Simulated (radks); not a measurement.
Results of a calculation; reference values are marked as such.
Task: Coherent X-ray form factor from a spherical all-electron density. Code: a radial shooting solver on a logarithmic mesh with Libxc functionals. Model: scalar-relativistic Kohn-Sham, SCAN, spin-unpolarised, spherical densities, finite nucleus; meta-GGA in the generalised Kohn-Sham scheme; Fermi nuclear charge, rms radius of each element as measured or else 0.836 A^(1/3) + 0.57 fm.

sin(theta)/lambda (1/angstrom),f0 (electrons)
0.05,41.009
0.1,38.640
0.15,35.858
0.2,33.150
0.25,30.650
0.3,28.394
0.4,24.647
0.5,21.805
0.6,19.585
0.8,16.015
1,12.957
1.25,9.892
1.5,7.828
2,5.803

The species is in the configuration that NIST lists as its ground one. Which atom or ion scatters so?

Result: Neutral molybdenum, [Kr] 4d5 5s1. Extrapolating in s^2 from the first two rows gives f0(0) = 41.8, near the electron count 42; among species with that count, the fall with angle is slower the higher Z, and the table is that of Z = 42; from so few rows the species is fixed only to a neighbour or two.
